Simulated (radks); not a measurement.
Species: Tc V. Configuration: [Kr] 4d3 (the NIST ground configuration).

Method: scalar-relativistic Kohn-Sham, PBE, spin-polarised, spherical densities, point nucleus; open shells are filled with parallel spins first (spin-orbit coupling, left out, can overturn this in heavy ions); computed with a radial shooting solver on a logarithmic mesh with Libxc functionals.

Energy parts (eV):
| part | energy |
|---|---|
| total | -116525.232 |
| kinetic | 120328.120 |
| electron-nucleus | -279002.633 |
| Hartree | 45602.379 |
| exchange-correlation | -3453.098 |

Orbitals (lengths in bohr, moments of r in powers of bohr; r(max) is where P^2 peaks; r(90%) holds 90 % of the orbital's charge):
\begin{tabular}{lrrrrrr}
orbital & occ. & eigenvalue (eV) & r(max) & r(90%) & <r> & <r^2> \\ \hline
1s down & 1 & -20916.22 & 0.02228 & 0.0614 & 0.03428 & 0.001586 \\
1s up & 1 & -20916.21 & 0.02228 & 0.0614 & 0.03428 & 0.001586 \\
2s up & 1 & -3025.316 & 0.1262 & 0.231 & 0.1496 & 0.02638 \\
2s down & 1 & -3024.826 & 0.1262 & 0.231 & 0.1496 & 0.02638 \\
2p up & 3 & -2712.535 & 0.1008 & 0.212 & 0.1304 & 0.02076 \\
2p down & 3 & -2712.169 & 0.1008 & 0.212 & 0.1304 & 0.02076 \\
3s up & 1 & -566.0403 & 0.3722 & 0.613 & 0.4153 & 0.1975 \\
3s down & 1 & -565.7914 & 0.3723 & 0.613 & 0.4153 & 0.1974 \\
3p up & 3 & -463.3996 & 0.3656 & 0.628 & 0.4162 & 0.2015 \\
3p down & 3 & -463.1155 & 0.3657 & 0.628 & 0.4162 & 0.2014 \\
3d up & 5 & -297.4301 & 0.3113 & 0.636 & 0.3988 & 0.1908 \\
3d down & 5 & -296.9805 & 0.3114 & 0.635 & 0.3986 & 0.1906 \\
4s up & 1 & -120.2238 & 0.9468 & 1.51 & 1.045 & 1.234 \\
4s down & 1 & -117.7180 & 0.9428 & 1.51 & 1.041 & 1.224 \\
4p up & 3 & -91.6704 & 1.016 & 1.68 & 1.143 & 1.487 \\
4p down & 3 & -88.9801 & 1.011 & 1.67 & 1.139 & 1.479 \\
4d up & 3 & -50.2885 & 1.207 & 2.18 & 1.435 & 2.393 \\
4d down & 0 & -47.4976 & 1.201 & 2.21 & 1.443 & 2.427 \\
\end{tabular}

The highest occupied level is 4d up at -50.288 eV. Spin moment in Bohr magnetons: 3. For comparison, the ionisation energy in NIST's Atomic Spectra Database is 57 eV (theoretical). In exact Kohn-Sham theory the highest level is minus the ionisation energy, but local and semilocal functionals leave it too shallow, through self-interaction and a potential that decays too fast; potentials with the right tail come closer.
